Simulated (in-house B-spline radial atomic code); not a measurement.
A fraction x of an electron is moved 3d → 5f in the tellurium ion Te⁵⁺, starting from [Kr] 4d10 5s1 and keeping the highest spin. Level of theory: scalar-relativistic (X2C) HSE06, spin-polarised, spherical fractional occupations, Fermi nucleus of rms radius 4.7423 fm; calculated with an all-electron radial atomic-structure program (B-spline basis).

Caution: exact exchange at fractional occupations of open shells leaves self-interaction of up to several eV.

| x | E(x) - E(0) (eV) | 3d down level (eV) | 5f up level (eV) |
| --- | --- | --- | --- |
| 0 | 0.0000 | -628.637 | - |
| 0.125 | 76.4517 | -633.346 | -19.709 |
| 0.25 | 153.4158 | -638.069 | -20.277 |
| 0.375 | ? | ? | ? |
| 0.5 | 308.9150 | -647.530 | -21.311 |
| 0.625 | 387.4575 | -652.262 | -21.799 |
| 0.75 | 466.5317 | -656.994 | -22.270 |
| 0.875 | ? | ? | ? |
| 1 | 626.2817 | -666.452 | -23.173 |

What belongs in the row x = 0.375?

An energy change of 230.9020 eV; 3d down at -642.798 eV, 5f up at -20.805 eV.

What belongs in the row x = 0.875?

An energy change of 546.1392 eV; 3d down at -661.724 eV, 5f up at -22.727 eV.

Check Janak's theorem between x = 0.125 and 0.25.

The slope of the energy is 615.71 eV; the orbital levels give 615.71 eV (ε of the receiving orbital less ε of the emptying one, averaged over the two points).
